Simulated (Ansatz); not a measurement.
Start from `NC[O][GeH3]` and change one atom or group to get `COCN`.

Ansatz, PBE0-D4/def2-TZVP geometries, multiplicity 1. Each molecule was computed in one conformer, which needn't be the lowest.

Scalar relativity is left out up to krypton.

```
                               property  `NC[O][GeH3]`
  HOMO energy (ωB97M-V/def2-TZVPP) / eV          -9.87
      LUMO energy (PBE/def2-TZVPP) / eV          -0.46
   HOMO–LUMO gap (PBE0/def2-TZVPP) / eV           7.86
    LUMO energy (B3LYP/def2-TZVPP) / eV           0.13
      HOMO energy (PBE/def2-TZVPP) / eV          -6.01
HOMO–LUMO gap (ωB97M-V/def2-TZVPP) / eV          11.96
```

Task: Give the same properties after the change, and the shifts. (Estimate.)

Result: Computed: 
| property | `COCN` | shift |
| --- | --- | --- |
| HOMO energy (ωB97M-V/def2-TZVPP) / eV | -9.67 | 0.20 |
| LUMO energy (PBE/def2-TZVPP) / eV | 0.24 | 0.70 |
| HOMO–LUMO gap (PBE0/def2-TZVPP) / eV | 8.31 | 0.45 |
| LUMO energy (B3LYP/def2-TZVPP) / eV | 0.71 | 0.58 |
| HOMO energy (PBE/def2-TZVPP) / eV | -5.69 | 0.32 |
| HOMO–LUMO gap (ωB97M-V/def2-TZVPP) / eV | 12.17 | 0.21 |

With PBE0 the HOMO rises by 0.23 eV and the LUMO rises by 0.68 eV, so the gap widens by about 0.45 eV. PBE moves the HOMO by 0.32 eV and ωB97M-V by 0.20 eV.

B3LYP here is the variant with VWN-RPA as its local correlation; programs differ in this.
